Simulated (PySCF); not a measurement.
**Excitation energy of Ti by level of theory**

Ti [Ar] 3d2 4s2 (3F) → Ti [Ar] 3d3 4s1 (5F), as a difference of total energies. Calculation: PySCF 2.14, in aug-cc-pVDZ (7s6p4d2f, 59 functions); no relativity, point nucleus. Correlated levels: valence: [Ar] frozen. The calculations carry no spin-orbit coupling.

```
           method  excitation energy (eV)
              UHF                   0.562
    MP2 (valence)                   0.791
SCS-MP2 (valence)                   1.285
   CCSD (valence)                   0.914
CCSD(T) (valence)                   0.930
```

Task: How much does correlation contribute at CCSD(T) (valence)?

Result: 0.930 − (0.562) = 0.368 eV, measured against UHF.

These non-relativistic numbers lack the scalar-relativistic shift.

Errors of the correlated levels include the incompleteness of this basis and the frozen core.

For comparison: 0.806 eV (measured; NIST levels, between the centres of gravity of the two terms).
